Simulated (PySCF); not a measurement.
CH$_{2}$BCl, SMILES `B[C]Cl` (lower singlet), neutral singlet in the gas phase. This singlet lies 0.37 eV below the relaxed triplet at the level frozen-core CCSD(T)/cc-pVTZ // PBE0-D3(BJ)/def2-TZVP (Ansatz).

Cartesian coordinates (Å):
```xyz
5

B     -0.6455     0.0287     0.0078
C      0.7345    -0.0326    -0.0090
Cl     2.3337    -0.1038    -0.0283
H     -1.2592    -0.9936    -0.1049
H     -1.1635     1.1013     0.1343
```
Charge 0, spin multiplicity 1.

All levels are single points at this geometry (PBE0-D3(BJ)/def2-TZVP); Pople sets use spherical d functions. Orbital energies aren't observables, and empty levels follow the basis.

| level | HOMO (eV) | LUMO (eV) | gap (eV) | dipole (D) | vertical IE, Delta-SCF (eV) |
|---|---|---|---|---|---|
| PBE-D3(BJ)/def2-TZVP in PySCF | -5.46 | -3.95 | 1.51 | 1.79 | – |
| PBE0-D3(BJ)/def2-TZVP in PySCF | -6.66 | -2.96 | 3.70 | 1.72 | – |
| B3LYP/6-31G* in PySCF | -6.16 | -2.84 | 3.32 | 1.73 | 8.80 |
| B3LYP/LANL2DZ in PySCF | -6.44 | -3.05 | 3.39 | 1.51 | – |
| BP86/6-31G* in PySCF | -5.25 | -3.76 | 1.49 | 1.77 | – |
| HF/6-31G* in PySCF | -9.39 | 1.62 | 11.01 | 1.44 | 7.96 |
